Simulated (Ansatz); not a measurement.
Two structures of Si$_{2}$N$_{2}$H$_{10}$, singlet, reached by relaxing down either side of one saddle point (PBE0-D4/def2-TZVP). Energies are electronic, without zero-point energy. Computed with Ansatz 0.2.0 (basis: def2-TZVPP and def2-QZVPP); correlated methods freeze the cores. Extrapolation: Hartree–Fock as exp(−7.88 √X), correlation as X^−2.97. First:

```csv
atom,x (Å),y (Å),z (Å)
Si1,-0.7255,-0.6918,-0.2218
Si2,-0.0800,1.1233,1.0970
H3,-0.7003,-0.3826,-1.6770
H4,0.2147,-1.8362,-0.0028
N5,-2.3752,-1.0523,0.1640
H6,2.7937,0.1924,-0.3112
N7,2.0215,0.2339,-0.9646
H8,1.1618,0.8418,1.8689
H9,-1.1400,1.4566,2.0983
H10,0.1415,2.3486,0.2807
H11,-2.6737,-1.0374,1.1259
H12,-2.8766,-1.7578,-0.3523
H13,2.1082,1.0955,-1.4894
H14,2.1297,-0.5339,-1.6157
```

Second:

Si1  (-0.153, -1.304, -0.776)
Si2  (0.669, 1.574, 1.880)
H3  (-0.149, -2.731, -1.213)
H4  (0.548, -1.235, 0.541)
N5  (-1.810, -0.881, -0.800)
H6  (1.846, 1.412, 0.992)
N7  (0.711, -0.188, -1.741)
H8  (0.670, 0.514, 2.918)
H9  (-0.581, 1.493, 1.083)
H10  (0.736, 2.905, 2.539)
H11  (-2.123, 0.026, -0.495)
H12  (-2.519, -1.586, -0.686)
H13  (0.489, -0.042, -2.712)
H14  (1.666, 0.043, -1.529)
(Å)

Q: Which bonds change from the first to the second?

A: Si₂NH₇ ([NH2][SiH2][SiH3]) + NH₃ → SiN₂H₆ ([NH2][SiH2][NH2]) + SiH₄; bonds formed: Si1–N7, Si2–H6; bonds broken: Si1–Si2, H6–N7.

Q: Give the saddle point's structure and its height above each. (Judge from chemistry; the value comes from the calculation.)

A: Computed: 35.18 kcal/mol above the first and 49.02 kcal/mol above the second (CCSD(T) at an estimated basis limit (MP2 extrapolated from triple and quadruple zeta, plus CCSD(T) − MP2 in triple zeta)).
```xyz
14
angstrom
Si -0.1028 -1.1294 -0.4629
Si 0.3014 1.2076 1.5452
H -0.1675 -2.1955 -1.5133
H 0.6092 -1.7259 0.6834
N -1.6785 -0.5168 -0.4671
H 1.1401 0.6995 -0.4899
N 1.1111 0.0058 -1.3247
H 1.1416 0.7715 2.7181
H -1.0994 1.0288 2.0955
H 0.4254 2.7107 1.5899
H -1.9870 0.1351 0.2367
H -2.4197 -1.0393 -0.9069
H 0.7122 0.4514 -2.1472
H 2.0139 -0.4034 -1.5566
```

T1 diagnostic: at most 0.012.

Labels in which every atom is bracketed show which atoms are joined, not bond orders.

For scale, one of the runs: CCSD(T)/def2-TZVPP, 286 basis functions, launched by `ansatz run in.yaml --threads 8 --pin off --events-out ev --progress --plain --max-ram 19148MiB`. Hardware: 8 CPU threads of an Arm Neoverse V1, shared host. Wall time 2.2 min; peak host memory 8.2 GiB.
